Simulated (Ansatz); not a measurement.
Calculated with Ansatz (gas phase, PBE0-D4/def2-TZVP geometries, no zero-point term in ΔE). CBS: MP2 limit from def2 TZ/QZ plus the TZ coupled-cluster correction, frozen cores. DFT in def2-TZVPP. B3LYP here is the variant with VWN-RPA as its local correlation; programs differ in this. Each species was taken in one conformer, which may not be the lowest.

Consider the formal exchange of groups at a C–O bond: `CCCOC(=O)OC` + `Clc1ccccc1` → `COC(=O)c1ccc(Cl)cc1` + `CCCO`.

Task: Is it downhill or uphill in electronic energy at CCSD(T)/CBS, and by how much? (An estimate is asked.)

Result: Computed: Uphill: ΔE = +2.9 kcal/mol.

Task: What do these levels give: BLYP-D4, B3LYP-D4, B3LYP, HF/CBS(def2), MP2/CBS(def2), CCSD/CBS(def2)? (An estimate is asked.)

Result: The calculation gave: BLYP-D4 2.3, B3LYP-D4 3.2, B3LYP 4.5, HF/CBS(def2) 8.3, MP2/CBS(def2) 1.8, CCSD/CBS(def2) 3.7 kcal/mol.

Largest T1 diagnostic among the species: 0.013.

The D4 term adds −1.3 kcal/mol with B3LYP and −0.8 kcal/mol with PBE0; it sums over pairs of atoms, weighted by their polarisabilities, and B3LYP, whose exchange is more repulsive, gets the larger term. From BLYP to BHLYP (50 % exact exchange), in def2-TZVPP and without D4, ΔE moves by +1.7 kcal/mol. At CCSD(T), def2-SVP lies +1.4 kcal/mol from the extrapolated value and def2-TZVPP +0.3 kcal/mol.
